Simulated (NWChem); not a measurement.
Species: C5H3N3; SMILES c1(C#N)cncnc1

Results from NWChem. The geometry was optimised at PBE0/def2-SVP. B3LYP is NWChem's, with the RPA form of VWN correlation. Field at 589 nm.

For level B3LYP/def2-SVP:

```
Item                              Value
--------------------------------  -----
isotropic polarisability (bohr³)   66.0
```

**Question.** What are these values for level B3LYP/def2-SVPD?

**Answer.** isotropic polarisability (bohr³): 77.3
